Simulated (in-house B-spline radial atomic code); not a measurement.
Successive ionisation energies of gold; each step leads to the configuration of the next row (after the last: bare). Dirac energy differences include first-order Breit, QED and recoil terms. NIST's values go from ground level to ground level; the uncertainty of those that are theory runs from under 0.1 % in few-electron ions to several per cent in heavy many-electron ones. Computed with a radial B-spline atomic code at the basis-set limit: Dirac-Hartree-Fock, average of the configuration, finite nuclei.

```csv
ion,configuration,ionisation energy (eV),tabulated value (eV),tabulated kind,computed minus tabulated (eV),highest orbital,largest mean radius (bohr)
Au63+,[Ne] 3s2 3p4,7157.8,6997,tabulated theory,161,3p3/2,0.17236
Au64+,[Ne] 3s2 3p3,7296.5,7130,tabulated theory,167,3p3/2,0.17155
Au65+,[Ne] 3s2 3p2,7436.2,7760,tabulated theory,-324,3p3/2,0.17074
Au66+,[Ne] 3s2 3p1,7576.9,7910,tabulated theory,-333,3p3/2,0.16995
Au67+,[Ne] 3s2,8209.9,8210,tabulated theory,0,3s1/2,0.16812
Au68+,[Ne] 3s1,?,?,tabulated theory,?,?,?
Au69+,[He] 2s2 2p6,18669.0,18040,tabulated theory,629,2p3/2,0.069307
Au70+,[He] 2s2 2p5,19048.8,18400,tabulated theory,649,2p3/2,0.069022
Au71+,[He] 2s2 2p4,19432.0,18790,tabulated theory,642,2p3/2,0.068737
Au72+,[He] 2s2 2p3,19818.8,19150,tabulated theory,669,2p3/2,0.068455
Au73+,[He] 2s2 2p2,20208.9,21470,tabulated theory,-1261,2p3/2,0.068173
Au74+,[He] 2s2 2p1,?,?,tabulated theory,?,?,?
Au75+,[He] 2s2,22498.2,22500,tabulated theory,-2,2s1/2,0.067615
Au76+,[He] 2s1,22867.5,22868.1,tabulated theory,-1,2s1/2,0.067338
Au77+,1s2,?,?,tabulated theory,?,?,?
Au78+,1s1,93254.0,93254.62,tabulated theory,-1,1s1/2,0.016683
```

Problem. Fill in the row of Au68+.

Solution. ionisation energy (eV): 8355.4; tabulated value (eV): 8360; computed minus tabulated (eV): -5; highest orbital: 3s1/2; largest mean radius (bohr): 0.16745.

Problem. Fill in the row of Au74+.

Solution. ionisation energy (eV): 20602.6; tabulated value (eV): 21920; computed minus tabulated (eV): -1317; highest orbital: 2p3/2; largest mean radius (bohr): 0.067894.

Problem. Fill in the row of Au77+.

Solution. ionisation energy (eV): 91510.1; tabulated value (eV): 91515.8; computed minus tabulated (eV): -6; highest orbital: 1s1/2; largest mean radius (bohr): 0.016778.

Problem. Where is the largest jump?

Solution. From Au76+ to Au77+, by a factor of 4.00 (22868 to 91510 eV); the highest orbital goes from 2s1/2 to 1s1/2.

Where a p, d or f electron is removed, the computed value is a mean over both j, so it misses the tabulated one by a part of the spin-orbit splitting; averaging over terms and missing correlation add to the gap, relatively most at low charge.
